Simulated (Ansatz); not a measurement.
```xyz
9

N     0.335    0.049    1.933
C     0.165    0.428    0.742
Se    0.269    2.314    0.395
Si   -0.188   -0.644   -0.771
Cl   -0.254   -2.592   -0.136
H     0.260   -0.967    2.014
H     0.013    2.180   -1.049
H    -1.495   -0.278   -1.361
H     0.896   -0.491   -1.767
```

Total charge 0; spin multiplicity 1.

Q: List the PBE/def2-TZVPP orbital energies in eV (Ansatz 0.2.0). (Best estimate.)

A: Computed: Occupied: -12302.87, -2739.41, -1780.99, -1562.84, -1403.63, -1403.60, -1403.53, -380.68, -271.10, -249.99, -205.84, -190.68, -190.53, -190.52, -151.19, -151.09, -150.89, -138.66, -95.46, -95.36, -95.34, -54.30, -54.29, -54.12, -54.05, -54.02, -23.12, -21.00, -18.56, -14.74, -13.77, -11.35, -10.40, -10.15, -10.03, -8.97, -8.90, -8.32, -8.01, -6.24, -6.12. Lowest empty: -2.19, -1.46, -1.10, -0.13, -0.04, 0.61, 1.11, 1.69.
